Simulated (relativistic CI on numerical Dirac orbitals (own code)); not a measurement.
**Transition arrays of Pd VIII**

Computed by Dirac-Coulomb-Breit CI, KLI orbitals optimised for each configuration, QED by a radiative potential, valence Slater integrals scaled by 0.9, whole transition arrays (own radial code, finite nucleus).

Configuration list (outside the closed core [Ar] 3d10 4s2): 4p⁶4d³, 4p⁶4d²4f, 4p⁵4d⁴, 4p⁶4d²5p, 4p⁶4d²5f. Levels of other configurations are missing.

All E1 lines from the levels of 4p⁶4d³; mean and standard deviation are weighted by gf, and upper levels are sorted by their leading configuration.

| Upper configuration | Lines | Σgf | Mean (eV) | Mean (nm) | σ (eV) | Strongest line (nm) |
| --- | --- | --- | --- | --- | --- | --- |
| 4p⁶4d²4f | 320 | 68.4 | 63.55 | 19.509 | 3.86 | 19.202 |
| 4p⁵4d⁴ | 2119 | 839.0 | 68.01 | 18.230 | 4.39 | 17.422 |
| 4p⁶4d²5p | 466 | 52.5 | 43.78 | 28.318 | 1.28 | 28.377 |
| 4p⁶4d²5f | 721 | 201.6 | 79.59 | 15.577 | 1.72 | 15.296 |

Σgf per state of the lower configuration in bins of 0.5 nm over the central range (centre: value): 15.25: 0.76, 15.75: 0.67, 16.25: 0.22, 16.75: 0.56, 17.25: 1.15, 17.75: 1.62, 18.25: 1.24, 18.75: 1.72, 19.25: 0.65, 19.75: 0.06, 20.25: 0.04, 20.75: 0.06, 21.25: 0.09, 21.75: 0.07, 22.25: 0.07, 22.75: 0.10, 23.25: 0.05, 23.75: 0.04, 24.25: 0.04, 24.75: 0.03, 27.25: 0.03, 27.75: 0.12.

How do configuration mixing and the scaling of the Slater integrals move the arrays?

Slater scale 0.9, no configuration mixing: 4p⁶4d²4f 57.9 ± 2.4 eV (Σgf 418.4), 4p⁵4d⁴ 67.4 ± 5.0 eV (Σgf 569.3), 4p⁶4d²5p 43.8 ± 1.3 eV (Σgf 58.3), 4p⁶4d²5f 79.1 ± 1.5 eV (Σgf 11.3); Slater scale 1: 4p⁶4d²4f 64.3 ± 4.6 eV (Σgf 69.2), 4p⁵4d⁴ 68.9 ± 4.7 eV (Σgf 779.6), 4p⁶4d²5p 43.8 ± 1.4 eV (Σgf 51.3), 4p⁶4d²5f 79.6 ± 2.2 eV (Σgf 284.8); Slater scale 0.8: 4p⁶4d²4f 62.4 ± 3.7 eV (Σgf 69.1), 4p⁵4d⁴ 66.9 ± 4.1 eV (Σgf 865.2), 4p⁶4d²5p 43.8 ± 1.1 eV (Σgf 53.3), 4p⁶4d²5f 79.5 ± 1.6 eV (Σgf 150.8). With mixing, levels are counted to their leading configuration, so an array can shrink or vanish into another, and the sums then hold other lines.
